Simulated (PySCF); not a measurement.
AuF, optimised at GFN2-xTB:

```xyz
2

Au     0.0041    -0.7131     0.6536
F     -0.0041     0.7131    -0.6536
```

Method: PySCF energies (xtb for GFN2) plus ideal-gas RRHO corrections (1 bar). All species are closed-shell singlets. Au: scalar-relativistic def2 core potential, no spin-orbit coupling.

Task: List the harmonic frequencies (cm⁻¹, unscaled) at this level and at the other levels, each on its own geometry.

Result: 
- GFN2-xTB: 417
- PBE/def2-SVP: 543
- PBE0/def2-TZVP: 542
